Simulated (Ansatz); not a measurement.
Problem. Name a neutral molecule of B, C, Cl, O and H with HOMO–LUMO gap (PBE/def2-TZVPP) between 6.10 and 6.40 eV and HOMO energy (B3LYP/def2-TZVPP) between -8.80 and -8.50 eV (Ansatz, PBE0-D4/def2-TZVP geometry).

Solution. `COB(Cl)Cl` (6.25 eV, -8.60 eV); `CCOB(Cl)Cl` (6.24 eV, -8.56 eV). Other molecules can fit too; these were computed, each in one conformer that needn't be the lowest.

B3LYP here is the variant with VWN-RPA as its local correlation; programs differ in this.
